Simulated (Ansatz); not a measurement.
The cluster Sn5Cl4⁺. The state is a doublet with charge 1. Geometry PBE-D4/def2-SVP; atoms count from 1.

```xyz
9

Sn    0.6757    1.4901    1.2561
Sn   -2.1561   -0.5505   -2.1988
Sn    1.2810   -1.3532    0.2592
Sn    1.7893    0.1469    3.5170
Sn    0.6183    2.2790   -1.5528
Cl    0.3897   -0.2568   -2.7476
Cl    0.9213   -2.1973    2.7662
Cl   -1.4793   -1.4891    0.0826
Cl   -2.0399    1.9309   -1.3818
```

In the def2 sets Sn takes a core potential; there is no spin–orbit coupling. Another isomer (doublet) lies 0.16 eV lower at PBE0-D4/def2-SVP; other spin states weren't run for this one.

Q: Estimate the Mulliken populations from the PBE0/def2-SVP orbitals of Ansatz.

A: 
| atom | charge (e) | spin (α − β) |
| --- | --- | --- |
| Sn1 | -0.16 | 0.60 |
| Sn2 | 0.86 | 0.00 |
| Sn3 | 0.48 | 0.06 |
| Sn4 | 0.51 | 0.30 |
| Sn5 | 0.58 | -0.01 |
| Cl6 | -0.34 | 0.01 |
| Cl7 | -0.30 | 0.02 |
| Cl8 | -0.32 | 0.02 |
| Cl9 | -0.32 | 0.01 |
Mulliken values depend strongly on the basis.

Q: Where does the spin sit?

A: Summed by element: Sn 0.94, Cl 0.06, of 1 unpaired in all. Largest on single atoms: Sn1 0.60, Sn4 0.30, Sn3 0.06.

Q: And the Mayer bond orders between heavy atoms (over 0.3)?

A: Sn1–Sn3 0.80 (3.07 Å); Sn1–Sn4 1.06 (2.86 Å); Sn1–Sn5 0.83 (2.92 Å); Sn2–Cl6 0.58 (2.62 Å); Sn2–Cl8 0.69 (2.56 Å); Sn2–Cl9 0.59 (2.62 Å); Sn3–Cl7 0.52 (2.67 Å); Sn3–Cl8 0.38 (2.77 Å); Sn4–Cl7 0.60 (2.61 Å); Sn5–Cl6 0.39 (2.81 Å); Sn5–Cl9 0.48 (2.69 Å).
